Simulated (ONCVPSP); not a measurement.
# carbon: excitation energies, all-electron against ONCV

carbon (C), optimised norm-conserving Vanderbilt (ONCV), made with ONCVPSP 4.0.1 (PBEsol, scalar-relativistic). Core none, reference 1s2 2s2 2p1.75 (charge +0.25). Waves: 1s+2s: rc 0.45 bohr, ncon 4, nbas 7, qcut 26.5 1/bohr, 3 projectors, debl 3.5 Ha; 2p: rc 2.60 bohr, ncon 4, nbas 7, qcut 4.4 1/bohr, 2 projectors, debl 2.4 Ha; d scattering state at 0.44 Ha: rc 2.50 bohr, ncon 3, nbas 7, qcut 4.3 1/bohr, 2 projectors, debl 2.3 Ha. Local part: polynomial inside 0.35 bohr (lpopt 1, dvloc0 -1 Ha). Core correction: none.

Energies are relative to the spin-unpolarised reference configuration 1s2 2s2 2p1.75; without spin polarisation the order of configurations can differ from experiment.

| valence configuration | charge | ΔE all-electron (eV) | error AE − PS (meV) |
| --- | --- | --- | --- |
| 1s2 2s2 2p2 | 0 | -1.628 | +3.2 |
| 1s2 2s2 2p0 | +2 | 33.180 | +814 |
| 1s2 2s2 2p1.5 | +0.5 | 2.305 | +5.6 |

What are ΔE and the potential's error for 1s2 2s2 2p1?

ΔE = 9.161 eV all-electron; the error (AE − PS) is +79 meV.

Note: ghosts flagged at negative energy: p at -253.5 eV; GHOST(+) flags only above 600 eV. A true bound ghost makes a file unfit for plane-wave use.
